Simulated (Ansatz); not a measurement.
The cluster GaCu₄, relaxed as a doublet with UKS B3LYP-D4/def2-SVP in Ansatz, starting from the GFN1-xTB geometry. Force threshold 0.02 eV/Å.

The structure comes from a short search, and lower isomers may exist.

Start:

```xyz
5

Ga   -1.340   -0.013   -0.943
Cu    1.183   -0.527   -0.499
Cu   -0.036    0.534    1.293
Cu   -0.382   -1.740    0.784
Cu    0.574    1.747   -0.634
```

Task: Estimate the energy that the relaxation releases and the steps that it takes.

Result: 5.8 kJ/mol, in 5 steps; 25 s on 4 threads of Intel Xeon 6975P-C on a shared host. No frequencies were taken in this run, so the end may be a saddle point.

Task: Does the start keep its bonding and symmetry?

Result: By distances, no bond broke or formed. The bond that changes most is Ga1–Cu4, from 2.62 to 2.48 Å (atoms count from 1). Point group Cs at the start, C2v at the end, both within 0.05 Å.

Task: Predict the relaxed structure.

Result: 
Cartesian coordinates in Å:
```
Ga -1.2581 -0.0076 -0.8691
Cu 1.2386 -0.5281 -0.4635
Cu 0.0018 0.5354 1.3197
Cu -0.4717 -1.7507 0.7174
Cu 0.4894 1.7511 -0.7045
```
Bond lengths (bridged metal pairs left out): 5 × Cu–Cu 2.41 to 2.42 Å; 4 × Cu–Ga 2.48 to 2.58 Å.
